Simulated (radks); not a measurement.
Zn III, 28 electrons, occupied as [Ar] 3d10.

Calculated with a radial shooting solver on a logarithmic mesh with Libxc functionals: scalar-relativistic Kohn-Sham, LDA (Slater exchange, VWN5 correlation), spin-polarised, spherical densities, finite nucleus; Fermi nuclear charge, rms radius 3.9283 fm.

Energy parts (hartree):
total: -1792.26002
kinetic: 1820.06465
electron-nucleus: -4300.34685
Hartree: 756.34087
exchange-correlation: -68.31869

Orbitals (lengths in bohr, moments of r in powers of bohr; r(max) is where P^2 peaks):
| orbital | occ. | eigenvalue (hartree) | r(max) | <1/r> |
|---|---|---|---|---|
| 1s | 2 | -350.1559 | 0.03296 | 30.18 |
| 2s | 2 | -43.24546 | 0.1896 | 6.574 |
| 2p | 6 | -37.63513 | 0.1521 | 6.458 |
| 3s | 2 | -5.49806 | 0.5889 | 2.086 |
| 3p | 6 | -3.83181 | 0.5925 | 1.933 |
| 3d | 10 | -1.14779 | 0.5643 | 1.532 |
| 4s | 0 | -0.85400 | 1.880 | 0.5945 |
| 4p | 0 | -0.57667 | 2.249 | 0.4847 |
| 4d | 0 | -0.26201 | 3.762 | 0.2957 |
| 4f | 0 | -0.13207 | 7.119 | 0.1415 |

The highest occupied level is 3d at -31.233 eV. The density falls to 0.001 e/bohr^3 at r = 2.88 bohr.
